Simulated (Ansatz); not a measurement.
The lowest singlet and triplet of CH2O (SMILES C=O); geometries from B3LYP-D3(BJ)/def2-TZVP, each state relaxed from the structure named, with no frequency check.
Singlet (charge 0, multiplicity 1):
```xyz
4

C     -0.51671     0.09830     0.00048
O      0.66103    -0.12575    -0.00061
H     -1.26944    -0.71409     0.00073
H     -0.91856     1.13034     0.00130
```

A positive gap puts the triplet lower; no zero-point energy. R- takes a restricted singlet. U- takes an unrestricted singlet (broken symmetry where lower, unprojected). The triplet is unrestricted in single-reference levels. Active spaces average the two states.

Cores are frozen in the correlated methods.

The values were computed with Ansatz (Gaussian basis) for Hartree–Fock, density functionals and correlated methods. Values without a source in brackets are computed.

```json
[
 {"level": "U-PBE/def2-TZVPP", "gap E(singlet) − E(triplet), vertical, at the singlet's geometry (eV)": "-3.319"},
 {"level": "R-BHLYP/def2-TZVPP", "gap E(singlet) − E(triplet), vertical, at the singlet's geometry (eV)": "-3.200"},
 {"level": "R-wB97X-V/def2-TZVPP", "gap E(singlet) − E(triplet), vertical, at the singlet's geometry (eV)": "-3.450"},
 {"level": "U-wB97M-V/def2-TZVPP", "gap E(singlet) − E(triplet), vertical, at the singlet's geometry (eV)": "-3.485"},
 {"level": "R-B2PLYP/def2-TZVPP", "gap E(singlet) − E(triplet), vertical, at the singlet's geometry (eV)": "-3.549"},
 {"level": "U-MP2/cc-pVDZ", "gap E(singlet) − E(triplet), vertical, at the singlet's geometry (eV)": "?"},
 {"level": "FIC-NEVPT4(SD) on SA-CASSCF(4,3)/cc-pVTZ", "gap E(singlet) − E(triplet), vertical, at the singlet's geometry (eV)": "-3.735"},
 {"level": "FIC-MRCISD+Q on SA-CASSCF(4,3)/cc-pVTZ", "gap E(singlet) − E(triplet), vertical, at the singlet's geometry (eV)": "-3.732"},
 {"level": "FIC-MRCISD+Q on SA-CASSCF(4,3)/cc-pVQZ", "gap E(singlet) − E(triplet), vertical, at the singlet's geometry (eV)": "-3.726"}
]
```

Fill in the missing entries.


- U-MP2/cc-pVDZ, gap E(singlet) − E(triplet), vertical, at the singlet's geometry (eV): -4.019

Ansatz is a program for electronic structure.
